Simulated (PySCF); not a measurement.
Assignment exercise: C₇H₁₀OSi

Geometry:
| atom | x (Å) | y (Å) | z (Å) |
| --- | --- | --- | --- |
| C1 | -1.964 | 1.682 | 0.640 |
| C2 | -1.731 | 0.416 | 0.306 |
| C3 | -2.842 | -0.587 | 0.197 |
| C4 | -0.390 | -0.081 | 0.025 |
| C5 | -0.041 | -1.360 | -0.328 |
| O6 | 1.280 | -1.470 | -0.511 |
| C7 | 1.831 | -0.251 | -0.280 |
| Si8 | 3.688 | -0.104 | -0.464 |
| C9 | 0.842 | 0.631 | 0.052 |
| H10 | -1.178 | 2.411 | 0.722 |
| H11 | -2.961 | 2.033 | 0.845 |
| H12 | -3.799 | -0.126 | 0.425 |
| H13 | -2.882 | -0.998 | -0.812 |
| H14 | -2.676 | -1.412 | 0.889 |
| H15 | -0.625 | -2.248 | -0.474 |
| H16 | 4.339 | -1.015 | 0.481 |
| H17 | 4.044 | 1.284 | -0.173 |
| H18 | 4.068 | -0.461 | -1.832 |
| H19 | 0.987 | 1.666 | 0.285 |

Relativity neglected, isolated molecule, one conformer, averaged over atoms made equivalent by symmetry, fast rotation or ring inversion. Shielding tensors at PBE0/pcSseg-1 (GIAO); coordinates at the GFN2-xTB level; PySCF 2.14.

Referencing at the same level of theory: ¹³C (σref 186.93), ¹H (σref 31.72) vs TMS.

(1) Assign these signals to the numbered atoms. ¹³C{¹H} NMR (computed): δ 154.3 (C), 150.9 (CH), 141.9 (C), 134.4 (C), 128.0 (CH), 116.3 (CH2), 23.7 (CH3).

(2) Assign these signals to the numbered atoms. ¹H NMR (600 MHz, computed): δ 7.76 (m, 1H), 7.36 (m, 1H), 5.67 (br s, 1H), 5.32 (br s, 1H), 4.45 (s, 3H), 2.13 (s, 3H).

Results:

(1) 
154.3 → C7, substituted aromatic carbon next to the ring oxygen
150.9 → C5, aromatic CH next to the ring oxygen
141.9 → C2, fully substituted alkene carbon: the olefinic region
134.4 → C4, substituted aromatic carbon
128.0 → C9, aromatic CH: the aromatic region
116.3 → C1, terminal =CH2 carbon: an sp2 carbon of a C=C bond
23.7 → C3, allylic methyl carbon: a saturated carbon with 1 carbon neighbour and no heteroatom attached

(2) 
```tsv
δ (ppm)	atoms	environment	reason
7.76	H15	hydrogen on an aromatic CH next to the ring oxygen	the ring current deshields protons in the ring plane
7.36	H19	hydrogen on an aromatic CH	it sits in the deshielding region of the aromatic ring current
5.67	H10	hydrogen on a terminal =CH2 carbon	a vinylic proton, deshielded by the sp2 carbon and the C=C anisotropy
5.32	H11	hydrogen on a terminal =CH2 carbon	–
4.45	H16/H17/H18	hydrogen on a silicon bonded to C	–
2.13	H12/H13/H14	hydrogen on an allylic methyl carbon	allylic position
```

Shifts are as computed. Against solution values, carbons near 30 ppm lie about +3 ppm off and those near 130 ppm about +5 ppm. Of 1211 compounds with measured shifts, 218 miss one by over three times the rms of a fit or turn the order of signals round; such compounds aren't used in these exercises. No couplings were computed; multiplicities are counted from neighbouring protons, with m where these are inequivalent, close in shift, in a saturated or five-membered ring or joined by F or P, and br s for small geminal =CH2 splittings.
